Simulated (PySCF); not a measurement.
Species: C9H14O.
Atom-mapped SMILES: `[CH3:1][C:2](=[O:3])[C@H:4]1[CH2:5][C:6]12[CH2:7][CH2:8][CH2:9][CH2:10]2` (hydrogens: H11, H12, H13 on C1; H14 on C4; H15, H16 on C5; H17, H18 on C7; H19, H20 on C8; H21, H22 on C9; H23, H24 on C10)

A GFN2-xTB structure was refined with PySCF 2.14.0, PBE0-D3(BJ)/def2-SVP geometry optimisation, gas phase. Its GFN2-xTB values:

```csv
coordinate,GFN2-xTB
C1–H11,1.087 Å
C2–C4,1.476 Å
C4–C5,1.515 Å
C4–H14,1.083 Å
C5–H15,1.080 Å
C5–H16,1.080 Å
C6–C7,1.519 Å
C6–C10,1.525 Å
C7–H17,1.088 Å
C7–H18,1.093 Å
C8–H19,1.089 Å
C8–H20,1.092 Å
C9–H21,1.091 Å
C9–H22,1.089 Å
C10–H23,1.090 Å
C10–H24,1.092 Å
C1–C2–O3,122.3°
C1–C2–C4,114.2°
C2–C4–C5,119.3°
C2–C4–C6,120.7°
O3–C2–C4,123.5°
C4–C5–C6,61.3°
C4–C6–C7,122.0°
C5–C6–C7,121.1°
C1–C2–C4–C5,155°
C5–C6–C7–C8,-165°
C5–C6–C10–C9,139°
```

Task: How do these coordinates change at the PBE0-D3(BJ)/def2-SVP level?

Result: 
| coordinate | PBE0-D3(BJ)/def2-SVP (Å or °) | change |
| --- | --- | --- |
| C5–H16 | 1.094 | +0.014 |
| C5–H15 | 1.093 | +0.013 |
| C8–H20 | 1.104 | +0.012 |
| C9–H21 | 1.103 | +0.012 |
| C8–H19 | 1.100 | +0.011 |
| C9–H22 | 1.100 | +0.011 |
| C4–H14 | 1.094 | +0.011 |
| C10–H23 | 1.101 | +0.011 |
| C10–H24 | 1.103 | +0.011 |
| C7–H18 | 1.103 | +0.010 |
| C2–C4 | 1.486 | +0.010 |
| C1–H11 | 1.097 | +0.010 |
| C7–H17 | 1.098 | +0.010 |
| C6–C10 | 1.534 | +0.009 |
| C4–C5 | 1.507 | -0.008 |
| C6–C7 | 1.526 | +0.007 |
| C1–C2–C4 | 116.1 | +1.9 |
| O3–C2–C4 | 122.3 | -1.2 |
| C2–C4–C6 | 120.1 | -0.6 |
| C5–C6–C7 | 121.7 | +0.6 |
| C1–C2–O3 | 121.7 | -0.6 |
| C4–C6–C7 | 122.5 | +0.5 |
| C2–C4–C5 | 118.8 | -0.5 |
| C4–C5–C6 | 61.8 | +0.5 |
| C1–C2–C4–C5 | 159 | +4 |
| C5–C6–C7–C8 | -166 | -1 |
| C5–C6–C10–C9 | 140 | +1 |

The energy falls by 1.3 kcal/mol over 6 energy and gradient evaluations, the largest force component goes from 0.0100 to 4.1e-04 Eh/bohr, and the atoms move by 0.054 Å rms after alignment. Among the bonds, C1–H12, C1–H13, C5–H15 and C5–H16 change most and about equally (+0.013 to +0.014 Å). Bonds longer at the end by more than 0.005 Å: 18 of 25; shorter: 1. Rotational constants go from 2477, 874.1, 826.3 to 2453, 871.1, 826.7 MHz.

The run used 210 basis functions and 42 SCF cycles in all. Time: 2.5 min. Hardware: an Arm Neoverse V1 with one thread, on a shared host.

Whether it is a minimum is left open (no frequencies). One conformer, not necessarily the lowest.
